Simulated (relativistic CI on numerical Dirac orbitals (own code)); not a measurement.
**Level scheme of Nb XXI**

These numbers are calculated, not measured: Dirac-Coulomb-Breit CI, separate exchange-only KLI orbitals for each configuration, a model potential for QED, unscaled Slater integrals (own radial code, finite nucleus).

CI space (outside the closed core [Ne]): 3s²3p⁶3d³, 3s²3p⁵3d⁴, 3s3p⁶3d⁴, 3s²3p⁶3d²4s, 3s²3p⁶3d²4p, 3s²3p⁶3d²4d, 3s²3p⁶3d²4f, 3s²3p⁵3d³4s, 3s²3p⁵3d³4p, 3s²3p⁶3d4s4p, 3s²3p⁶3d²5s, 3s3p⁶3d³4s, 3s²3p⁶3d²5p, 3s²3p⁶3d²5d, 3s²3p⁶3d4p4d, 3s3p⁶3d³4p, 3s²3p⁶3d²5f, 3p⁶3d⁴4p, 3s²3p⁶3d²5g, 3s3p⁶3d³4d, 3s²3p⁶3d²6s, 3s²3p⁶3d²6p, 3s²3p⁶3d²6f, 3p⁶3d⁵, 3p⁵3d⁶, 3s²3p⁶3d4s², 3s²3p⁶4s²4p, 3s²3p⁶4s²4d, 3s²3p⁶4s²4f, 3s²3p⁶3d4p², 3s²3p⁶4s4p², 3s²3p⁶4p³, 3s²3p⁶4p²4d, 3s²3p⁶4p²4f, 3s²3p⁶3d4s4d, 3s²3p⁶4s4p4d, 3s²3p⁶4s4d², 3s²3p⁶4s4d4f, 3p⁶3d⁴4s, 3p⁵3d⁵4s, 3s²3p⁶3d4d², 3s²3p⁶4p4d², 3s²3p⁶4d³, 3s²3p⁶4d²4f. Double excitations out of closed p, d and f shells are left out; levels of such configurations are missing from the list, as are those of other unlisted configurations, and high levels can miss mixing partners. These lack a partner that the ground configuration has and come out too high: 3s²3p⁵3d³4p.

The lowest level is 3s²3p⁶3d³ ⁴F3/2, with 92 % of that term; Hund's rules for 3s²3p⁶3d³ give ⁴F with J = 3/2, in agreement.

| No. | Configuration | Term | J | E (eV) | % | Next component (%) | Lifetime (s) |
| --- | --- | --- | --- | --- | --- | --- | --- |
| 1 | 3s²3p⁶3d³ | ⁴F | 3/2 | 0.000 | 92 | 7 ²D |  |
| 2 | 3s²3p⁶3d³ | ⁴F | 5/2 | 1.735 | 97 | 3 ²D | 9.04e-03 |
| 3 | 3s²3p⁶3d³ | ⁴F | 7/2 | 3.446 | 95 | 4 ²G | 9.49e-03 |
| 4 | 3s²3p⁶3d³ | ⁴F | 9/2 | 4.943 | 84 | 14 ²G | 2.36e-02 |
| 5 | 3s²3p⁶3d³ | ⁴P | 3/2 | 7.378 | 58 | 28 ²P | 2.97e-03 |
| 6 | 3s²3p⁶3d³ | ⁴P | 1/2 | 8.004 | 81 | 18 ²P | 2.66e-02 |
| 7 | 3s²3p⁶3d³ | ²G | 7/2 | 9.595 | 93 | 5 ⁴F | 1.30e-03 |
| 8 | 3s²3p⁶3d³ | ²H | 9/2 | 10.045 | 50 | 38 ²G | 1.54e-03 |
| 9 | 3s²3p⁶3d³ | ⁴P | 5/2 | 10.460 | 94 | 5 ²D | 4.46e-03 |
| 10 | 3s²3p⁶3d³ | ²D | 3/2 | 11.916 | 51 | 33 ⁴P | 5.22e-04 |
| 11 | 3s²3p⁶3d³ | ²P | 1/2 | 12.783 | 81 | 18 ⁴P | 1.38e-03 |
| 12 | 3s²3p⁶3d³ | ²H | 11/2 | 13.725 | 100 |  | 4.36e-03 |
| 13 | 3s²3p⁶3d³ | ²H | 9/2 | 14.577 | 49 | 48 ²G | 8.96e-04 |
| 14 | 3s²3p⁶3d³ | ²D | 5/2 | 14.640 | 93 | 4 ⁴P | 7.92e-04 |
| 15 | 3s²3p⁶3d³ | ²P | 3/2 | 16.641 | 60 | 31 ²D | 5.62e-04 |
| 16 | 3s²3p⁶3d³ | ²F | 7/2 | 19.175 | 98 | 2 ²G | 1.36e-03 |
| 17 | 3s²3p⁶3d³ | ²F | 5/2 | 19.428 | 93 | 6 ²D | 1.75e-03 |
| 18 | 3s²3p⁶3d³ | ²D | 5/2 | 29.153 | 93 | 6 ²F | 2.32e-04 |
| 19 | 3s²3p⁶3d³ | ²D | 3/2 | 29.351 | 99 |  | 3.72e-04 |
| 20 | 3p⁵3d⁴(5D) | ⁶D° | 7/2 | 117.121 | 79 | 12 ⁶F° | 8.86e-09 |
| 21 | 3p⁵3d⁴(5D) | ⁶D° | 5/2 | 117.133 | 76 | 9 ⁶P° | 3.87e-09 |
| 22 | 3p⁵3d⁴(5D) | ⁶D° | 9/2 | 117.741 | 82 | 13 ⁶F° | 4.73e-07 |
| 23 | 3p⁵3d⁴(5D) | ⁶D° | 3/2 | 117.751 | 73 | 10 ⁶P° | 2.06e-09 |
| 24 | 3p⁵3d⁴(5D) | ⁶D° | 1/2 | 119.224 | 82 | 13 ⁴P° | 8.75e-10 |
| 25 | 3p⁵3d⁴(5D) | ⁶F° | 11/2 | 123.935 | 92 | 8 ⁴G° | 3.31e-08 |
| 26 | 3p⁵3d⁴(5D) | ⁶P° | 3/2 | 126.276 | 53 | 20 ⁴D° | 6.74e-10 |
| 27 | 3p⁵3d⁴(5D) | ⁶F° | 9/2 | 126.375 | 68 | 19 ⁴F° | 2.01e-09 |
| 28 | 3p⁵3d⁴(5D) | ⁶F° | 5/2 | 126.947 | 31 | 28 ⁴D° | 1.12e-09 |
| 29 | 3p⁵3d⁴(5D) | ⁶F° | 7/2 | 127.081 | 46 | 18 ⁴D° | 1.69e-09 |
| 30 | 3p⁵3d⁴(5D) | ⁴F° | 3/2 | 127.309 | 21 | 19 ⁴P° | 4.13e-10 |
| 31 | 3p⁵3d⁴(3F) | ⁴D° | 1/2 | 127.675 | 69 | 18 ⁶F° | 5.95e-10 |
| 32 | 3p⁵3d⁴(3F) | ⁴D° | 7/2 | 127.970 | 38 | 25 ⁴F° | 1.20e-09 |
| 33 | 3p⁵3d⁴(3G) | ⁴F° | 5/2 | 128.646 | 45 | 28 ⁴D° | 8.03e-10 |
| 34 | 3p⁵3d⁴(3G) | ⁴F° | 3/2 | 129.324 | 50 | 35 ⁴D° | 1.33e-09 |
| 35 | 3p⁵3d⁴(3F) | ⁴F° | 9/2 | 129.540 | 41 | 20 ⁴H° | 3.68e-09 |
| 36 | 3p⁵3d⁴(3P) | ⁴P° | 3/2 | 130.698 | 36 | 21 ⁴S° | 1.80e-10 |
| 37 | 3p⁵3d⁴(3H) | ⁴H° | 11/2 | 130.903 | 58 | 23 ⁴G° | 3.00e-09 |
| 38 | 3p⁵3d⁴(3F) | ⁴F° | 7/2 | 130.958 | 50 | 16 ⁴G° | 4.04e-10 |
| 39 | 3p⁵3d⁴(5D) | ⁴P° | 5/2 | 131.550 | 37 | 27 ⁶P° | 4.36e-10 |
| 40 | 3p⁵3d⁴(3H) | ⁴H° | 13/2 | 131.599 | 64 | 35 ⁴I° | 4.46e-09 |
| 41 | 3p⁵3d⁴(3H) | ⁴H° | 7/2 | 131.803 | 36 | 27 ²G° | 2.10e-10 |
| 42 | 3p⁵3d⁴(3F) | ⁴G° | 11/2 | 132.224 | 70 | 13 ²H° | 2.17e-10 |
| 43 | 3p⁵3d⁴(3D) | ⁴D° | 5/2 | 132.279 | 37 | 23 ⁴P° | 2.51e-10 |
| 44 | 3p⁵3d⁴(3F) | ⁴G° | 9/2 | 132.432 | 38 | 30 ⁴H° | 1.25e-10 |
| 45 | 3p⁵3d⁴(3H) | ⁴I° | 15/2 | 133.372 | 92 | 8 ²K° | 8.68e-03 |

Energies count from the lowest computed level; ° marks odd parity; lifetimes are radiative, by E1, M1, E2, M2, E3 decay to levels of this space only. Percentages are summed over parent terms; the parents shown are those of the largest component, closed shells are left out there.

The mean weight of the leading LS term, summed over parents, in these 45 levels is 67 %, and that of the leading jj configuration (from the same eigenvectors) 60 %.

At this charge energies of transitions that change n are usually good to better than 1 %, and those within a shell (Δn = 0) to a few per cent. Terms inside the open d or f shell come out 10 to 20 % too wide with unscaled integrals.

Landé's interval rule says that E(J) − E(J−1) = AJ with one A. For the ground term the intervals give A = 5596.7, 3942.3, 2683.3 cm⁻¹ for J = 5/2, 7/2, 9/2; the multiplet is regular.

LS names give the leading component of a level, which can be under half, so a name can repeat, a term be missing and a line seem to break the LS rules.
